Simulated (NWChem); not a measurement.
# C3H3NOSi; SMILES O=C=N[SiH2]C#C

```xyz
9

C      1.4011     2.6374    -0.0108
C      0.4794     1.8473     0.0049
Si    -0.9220     0.6822     0.0282
N     -0.3511    -0.9351    -0.0152
C      0.1466    -2.0269    -0.0122
O      0.6206    -3.1054    -0.0138
H      2.2144     3.3298    -0.0249
H     -1.7775     0.9069    -1.1586
H     -1.7072     0.8701     1.2690
```
Atoms are numbered in this order, from 1.

Results from NWChem. Structure relaxed at the B3LYP/6-31G* (spherical d) level. Level: M05-2X/def2-SVP with SMD (1 M gas to 1 M solution), gas-phase geometry. Reactions with the solvent are ignored.

```csv
solvent,dielectric constant,solvation free energy (kcal/mol),cavity-dispersion-structure term (kcal/mol),dipole in solution (D)
water,78.4,3.1,8.6,3.24
"N,N-dimethylformamide",37.2,-1.8,2.4,2.96
cyclohexane,2.02,-1.2,0.9,2.72
ethanol,24.9,0.3,5.5,3.16
```
